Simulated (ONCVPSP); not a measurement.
# PBEsol ONCV dataset for carbon (C), scalar-relativistic all-electron reference.

ONCVPSP 4.0.1 was run on this input:

```
# ATOM AND REFERENCE CONFIGURATION
# atsym  z   nc   nv     iexc    psfile
  C 6.00    1    2  -116133      upf
#
#   n    l    f
    1    0    2.00
    2    0    2.00
    2    1    2.00
#
# PSEUDOPOTENTIAL AND OPTIMIZATION
# lmax
    2
#
#   l,   rc,      ep,       ncon, nbas, qcut
    0    1.00    0.00    3    8    7.00
    1    2.35    0.00    3    7    6.70
    2    2.00    0.14    4    8    5.70
#
# LOCAL POTENTIAL
# lloc, lpopt,  rc(5),   dvloc0
    4    5    0.75    2.00
#
# VANDERBILT-KLEINMAN-BYLANDER PROJECTORs
# l, nproj, debl
    0    2    0.70
    1    2    3.40
    2    3    1.30
#
# MODEL CORE CHARGE
# icmod, fcfact, rcfact
    3    4.50    1.35
#
# LOG DERIVATIVE ANALYSIS
# epsh1, epsh2, depsh
   -2.00    5.00    0.02
#
# OUTPUT GRID
# rlmax, drl
    6.00    0.01
#
# TEST CONFIGURATIONS
# ncnf
    4
# nvcnf
#   n    l    f
    2
    2    0    2.00
    2    1    1.00
#
    2
    2    0    2.00
    2    1    0.00
#
    2
    2    0    1.00
    2    1    0.00
#
    2
    2    0    1.00
    2    1    2.00
#
```

Command:

```bash
oncvpsp.x < C.dat > C.out
```

The program printed (shortened: citation, most of the input echo, consistency checks and plot data are left out):

```
ONCVPSP  (Optimized Norm-Conservinng Vanderbilt PSeudopotential)
scalar-relativistic version 4.0.1

#   n    l    f        energy (Ha)
    1    0    2.00    -9.9974744E+00
    2    0    2.00    -5.0156560E-01
    2    1    2.00    -1.9233060E-01

Reference configufation results
  iterations    25
  all-electron total energy (Ha)   -3.75933575D+01

Begin loop to  construct optimized pseudo wave functions
and semi-local pseudopoentials for all angular momenta

   Wellstate for l =  0  n =  3
     eigenvalue =   0.1984
     asymptotic potential =   0.6984
     half-point radius =  6.3169

Calculating optimized projector #   1

 for l=   0

    Fraction of norm inside rc  0.203737
    Optimizing pswf for qcut=   7.02 a_B^-1,  ecut=  24.62 Ha
    Residual kinetic energy error=  1.43D-04 Ha

    Energy error per electron        Cutoff
         Ha          eV             Ha
         0.01000     0.27211       12.68
         0.00100     0.02721       19.50
         0.00010     0.00272       26.60
         0.00001     0.00027      128.84

Calculating optimized projector #   2

 for l=   0

    Fraction of norm inside rc  0.044457
    Optimizing pswf for qcut=   7.02 a_B^-1,  ecut=  24.62 Ha
    Residual kinetic energy error=  5.48D-05 Ha

    Energy error per electron        Cutoff
         Ha          eV             Ha
         0.01000     0.27211        7.48
         0.00100     0.02721       15.98
         0.00010     0.00272       22.58
         0.00001     0.00027      153.40

   Wellstate for l =  1  n =  5
     eigenvalue =   3.2077
     asymptotic potential =   3.7077
     half-point radius =  3.9678

Calculating optimized projector #   1

 for l=   1

    Fraction of norm inside rc  0.766494
    Optimizing pswf for qcut=   6.69 a_B^-1,  ecut=  22.41 Ha
    Residual kinetic energy error=  1.39D-08 Ha

    Energy error per electron        Cutoff
         Ha          eV             Ha
         0.01000     0.27211        9.11
         0.00100     0.02721       12.54
         0.00010     0.00272       15.31
         0.00001     0.00027       17.60

Calculating optimized projector #   2

 for l=   1

    Fraction of norm inside rc  0.202659
    Optimizing pswf for qcut=   6.69 a_B^-1,  ecut=  22.41 Ha
    Residual kinetic energy error=  8.55D-07 Ha

    Energy error per electron        Cutoff
         Ha          eV             Ha
         0.01000     0.27211       13.49
         0.00100     0.02721       16.41
         0.00010     0.00272       18.61
         0.00001     0.00027       20.37

   Wellstate for l =  2  n =  3
     eigenvalue =   0.1400
     asymptotic potential =   0.6400
     half-point radius = 12.7774

   Wellstate for l =  2  n =  4
     eigenvalue =   1.4400
     asymptotic potential =   1.9400
     half-point radius =  4.0872

   Wellstate for l =  2  n =  5
     eigenvalue =   2.7400
     asymptotic potential =   3.2400
     half-point radius =  4.0239

Calculating optimized projector #   1

 for l=   2

    Fraction of norm inside rc  0.006142
    Optimizing pswf for qcut=   5.70 a_B^-1,  ecut=  16.23 Ha
    Residual kinetic energy error=  4.72D-08 Ha

    Energy error per electron        Cutoff
         Ha          eV             Ha
         0.01000     0.27211        0.46
         0.00100     0.02721        1.77
         0.00010     0.00272        4.79
         0.00001     0.00027        8.78

Calculating optimized projector #   2

 for l=   2

    Fraction of norm inside rc  0.273755
    Optimizing pswf for qcut=   5.70 a_B^-1,  ecut=  16.23 Ha
    Residual kinetic energy error=  2.92D-05 Ha

    Energy error per electron        Cutoff
         Ha          eV             Ha
         0.01000     0.27211        6.78
         0.00100     0.02721       10.97
         0.00010     0.00272       14.44
         0.00001     0.00027       19.33

Calculating optimized projector #   3

 for l=   2

    Fraction of norm inside rc  0.179852
    Optimizing pswf for qcut=   5.70 a_B^-1,  ecut=  16.23 Ha
    Residual kinetic energy error=  1.95D-04 Ha

    Energy error per electron        Cutoff
         Ha          eV             Ha
         0.01000     0.27211        9.62
         0.00100     0.02721       13.83
         0.00010     0.00272       17.16
         0.00001     0.00027       28.80

Construct Vanderbilt / Kleinmman-Bylander projectors

B matrix Hermiticity error, ll=   0
   1   2    1.5666E-05

  Orthonormal projector coefficients  8.8299E+00  2.7554E+00

B matrix Hermiticity error, ll=   1
   1   2    1.4710E-05

  Orthonormal projector coefficients -1.0674E+00 -5.4486E-01

B matrix Hermiticity error, ll=   2
   1   2    3.8104E-06
   1   3   -7.4474E-06
   2   3    4.0872E-05

  Orthonormal projector coefficients  1.3175E+00 -1.1713E+00 -5.8312E-01

Model core correction analysis
  based on d2Exc/dn_idn_j

d2excae - all-electron derivatives

   -5.004443D-02   -4.286512D-02
   -4.286881D-02   -4.054917D-02

d2excps - pseudofunction derivatives with no core correction

   -5.010218D-02   -4.496854D-02
   -4.497087D-02   -4.193234D-02

rms 2nd derivative error    1.640088E-03

rmatch, rhocmatch    0.5818    2.2167

Teter function model core charge with specified parameters

d2excps - pseudofunction derivatives with core correction

   -4.899081D-02   -4.411960D-02
   -4.412200D-02   -4.120341D-02

rms 2nd derivative error    1.081937E-03

Pseudoatom total energy   -5.314509

Diagnostic tests using Vanderbilt-Kleinman-Bylander pseudopotentials
  1 or more projectors used as specified by nproj input data

   l    rcore       rmatch      e in        delta e   norm test  slope test

   0   1.0028271   1.0332751  -0.5015656   0.0000157   1.0000128   0.9998783
   0   1.0028271   1.0332751   0.1984344   0.0002770   0.9999892   0.9999892

   1   2.3590509   2.4306768  -0.1923306  -0.0000009   0.9999999   1.0000023
   1   2.3590509   2.4306768   3.2076694   0.0000095   0.9999898   0.9999898

   2   2.0072055   2.0681486   0.1400000   0.0000030   1.0000236   1.0000236
   2   2.0072055   2.0681486   1.4400000   0.0000084   1.0000550   1.0000550
   2   2.0072055   2.0681486   2.7400000  -0.0000004   1.0001073   1.0001073

 Testing for bound ghosts
   n   l    E NL Schr. Eq   E Basis Diag.   E Cutoff

   1   0       -0.501550       -0.422135    258.55

   2   1       -0.192332       -0.191627     39.93

 Testing for highly-localized positive-energy ghosts
       l    <radius>/rc     E Basis Diag.   E Cutoff

Test configuration 0

   n   l     f        eae           eps        diff
   1   0  2.0000   -9.99747441
   2   0  2.0000   -0.50156560   -0.50154987    1.57D-05
   2   1  2.0000   -0.19233060   -0.19233154   -9.38D-07

    Total energies and differences
      AE_ref= -3.75933575D+01  AE_tst= -3.75933575D+01  dif=  0.00D+00
      PS_ref= -5.31450922D+00  PS_tst= -5.31450922D+00  dif= -4.44D-15
      PSP excitation error=  4.44D-15

Test configuration 1

   n   l     f        eae           eps        diff
   1   0  2.0000  -10.54785737
   2   0  2.0000   -0.94151944   -0.93953883    1.98D-03
   2   1  1.0000   -0.62131130   -0.61640583    4.91D-03

    Total energies and differences
      AE_ref= -3.75933575D+01  AE_tst= -3.71968820D+01  dif=  3.96D-01
      PS_ref= -5.31450922D+00  PS_tst= -4.91971494D+00  dif=  3.95D-01
      PSP excitation error=  1.68D-03

Test configuration 2

   n   l     f        eae           eps        diff
   1   0  2.0000  -11.28617539
   2   0  2.0000   -1.47651988   -1.46416267    1.24D-02

    Total energies and differences
      AE_ref= -3.75933575D+01  AE_tst= -3.63142155D+01  dif=  1.28D+00
      PS_ref= -5.31450922D+00  PS_tst= -4.04981422D+00  dif=  1.26D+00
      PSP excitation error=  1.44D-02

Test configuration 3

   n   l     f        eae           eps        diff
   1   0  2.0000  -12.14149460
   2   0  1.0000   -2.05186602   -2.03195640    1.99D-02

    Total energies and differences
      AE_ref= -3.75933575D+01  AE_tst= -3.45515773D+01  dif=  3.04D+00
      PS_ref= -5.31450922D+00  PS_tst= -2.30288783D+00  dif=  3.01D+00
      PSP excitation error=  3.02D-02

Test configuration 4

   n   l     f        eae           eps        diff
   1   0  2.0000  -10.55760022
   2   0  1.0000   -0.94549462   -0.94846549   -2.97D-03
   2   1  2.0000   -0.62531636   -0.62529979    1.66D-05

    Total energies and differences
      AE_ref= -3.75933575D+01  AE_tst= -3.68766818D+01  dif=  7.17D-01
      PS_ref= -5.31450922D+00  PS_tst= -4.59656291D+00  dif=  7.18D-01
      PSP excitation error= -1.27D-03
```

The run took about 4.6 s on one core of a shared server CPU.
